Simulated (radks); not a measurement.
All-electron atom: Ta18+ in [Kr] 4d10 4f9. Method: scalar-relativistic Kohn-Sham, PBE, spin-unpolarised, spherical densities, point nucleus; computed with a radial shooting solver on a logarithmic mesh with Libxc functionals. Some entries of the table are withheld. Estimate them.

orbital  occ.  eigenvalue (Ry)  <1/r> (bohr^-1)  r(max) (bohr)
1s          2        -4984.759            85.47            (1)
2s          2        -883.5588            19.97        0.06684
2p          6        -778.2888            18.15        0.05476
3s          2        -227.6106            7.395         0.1886
3p          6        -196.2968            6.842         0.1865
3d         10        -159.8078            6.468         0.1519
4s          2              (2)            3.191         0.4260
4p          6        -60.75976            2.923         0.4451
4d         10        -47.35217            2.643         0.4531
4f          9        -32.33194            2.306         0.4143
5s          0        -31.36540            1.516         0.8835
5p          0        -27.74430            1.393         0.9497

Answer. 
(1) 1s r(max) (bohr): 0.01167
(2) 4s eigenvalue (Ry): -71.24408
